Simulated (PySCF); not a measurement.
From computed data to an observable: chemical shift, span and skew from a shielding tensor

C3H9Ga, SMILES [CH3][Ga]([CH3])[CH3]. Atoms are numbered in the order given.

```xyz
13

Ga     0.0002    -0.0001    -0.0001
C     -1.4048    -1.3867    -0.0286
H     -1.5144    -1.7982    -1.0468
H     -2.3817    -0.9464     0.2358
H     -1.2057    -2.2217     0.6604
C     -0.1628     1.5937    -1.1537
H      0.7241     1.6910    -1.8030
H     -0.1976     2.5075    -0.5354
H     -1.0589     1.5780    -1.7927
C      1.5672    -0.2069     1.1826
H      2.2679     0.6402     1.1282
H      2.1194    -1.1272     0.9246
H      1.2439    -0.3218     2.2315
```
Charge 0, spin multiplicity 1.

Geometry: ωB97X-D3(BJ)/def2-SVP. The isomer is the one that the SMILES or the coordinates give; other isomers of the formula were not compared.

GIAO shieldings from KT2/pcSseg-1 (PySCF), non-relativistic, no solvent. The symmetric part of the tensor of C2 has the principal values 162.5, 189.0, 192.6 ppm. The same nucleus in TMS has σ = 185.1 ppm at this level (PySCF, at its B3LYP-D3(BJ)/def2-TZVP geometry).

Q: Work out the isotropic shielding, the ¹³C shift against TMS, the span and the skew.

A: 
σ(iso) = (σ11 + σ22 + σ33)/3 = 181.4 ppm. δ = σ(ref) − σ(iso) = 185.1 − (181.4) = 3.7 ppm.
Span Ω = σ33 − σ11 = 30.1 ppm. Skew κ = 3(σ(iso) − σ22)/Ω = -0.76. Tumbling in solution averages the tensor to δ; in a static solid the shielding alone would spread this spin-1/2 line over Ω.
